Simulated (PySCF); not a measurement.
Ru3+: what the settings change

The free ion Ru3+ in its d5 configuration.

Method (PySCF 2.14, density fitting): CASSCF(5,5) with orbitals averaged over all microstates of the shell, strongly contracted NEVPT2 on the averaged canonical orbitals; basis x2c-TZVPall; spin-free X2C; gas phase; spin-orbit coupling by state interaction with the mean-field operator over all roots.

Base run: NEVPT2 ground state 6S, next 4G at 25014, then 4P at 28820 cm⁻¹, B(NEVPT2) 793, ζ 1163 cm⁻¹, g 1.999 1.999 1.999, μeff(300 K) 5.91 μB.

**Question.** What happens with orbitals averaged over the highest spin alone?

**Answer.** NEVPT2 ground state 6S, next 4G at 25039, then 4P at 28859 cm⁻¹, B(NEVPT2) 792, ζ 1168 cm⁻¹, g 1.999 1.999 1.999, μeff(300 K) 5.91 μB.

**Question.** What happens with CASSCF energies alone?

**Answer.** CASSCF ground state 6S, next 4G at 27463, then 4P at 32071 cm⁻¹, B(CASSCF) 911, ζ 1163 cm⁻¹, g 2.000 2.000 2.000, μeff(300 K) 5.92 μB.
